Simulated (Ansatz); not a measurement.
Computed with Ansatz on PBE0-D4/def2-TZVP structures; ΔE is electronic, products minus reactants. CCSD(T)/CBS adds triple-zeta CCSD(T) − MP2 to the extrapolated MP2 energy (def2 sets, frozen cores). This one scheme is used for every species. DFT in def2-TZVPP. B3LYP here is the variant with VWN-RPA as its local correlation; programs differ in this. One conformer a species, not always the lowest.

Reaction (ligand exchange at the Si–S bond): `F[SiH2][SiH2]S` + H–F → `F[SiH2][SiH2]F` + H₂S

```
             level  ΔE (kJ/mol)  difference from CCSD(T)/CBS
            PBE-D4        -47.9                         10.8
         r2SCAN-D4        -59.9                         -1.2
           PBE0-D4        -49.2                          9.5
          B3LYP-D4        -64.6                         -5.9
           ωB97X-V        -65.2                         -6.5
           ωB97M-V        -63.2                         -4.5
            B2PLYP        -69.6                        -10.9
               PBE        -53.7                          5.0
            r2SCAN        -61.4                         -2.7
              PBE0        -54.4                          4.3
             B3LYP        -74.1                        -15.4
     HF/def2-TZVPP        -87.0                        -28.3
    MP2/def2-TZVPP        -57.1                          1.6
SCS-MP2/def2-TZVPP        -66.5                         -7.8
   CCSD/def2-TZVPP        -66.4                         -7.7
CCSD(T)/def2-TZVPP        -61.8                         -3.1
     HF/def2-QZVPP        -89.6                        -30.9
    MP2/def2-QZVPP        -56.2                          2.5
SCS-MP2/def2-QZVPP        -65.5                         -6.8
      HF/CBS(def2)        -90.0                        -31.3
     MP2/CBS(def2)        -54.0                          4.7
    CCSD/CBS(def2)        -63.3                         -4.6
       CCSD(T)/CBS        -58.7                            0
```

Largest T1 diagnostic among the species: 0.012.

In def2-TZVPP, CCSD(T) changes the Hartree–Fock value by +25.2 kJ/mol (the triples alone add +4.6 kJ/mol) and MP2 by +29.9 kJ/mol. The D4 term adds +9.5 kJ/mol with B3LYP and +5.2 kJ/mol with PBE0; it sums over pairs of atoms, weighted by their polarisabilities, and B3LYP, whose exchange is more repulsive, gets the larger term.
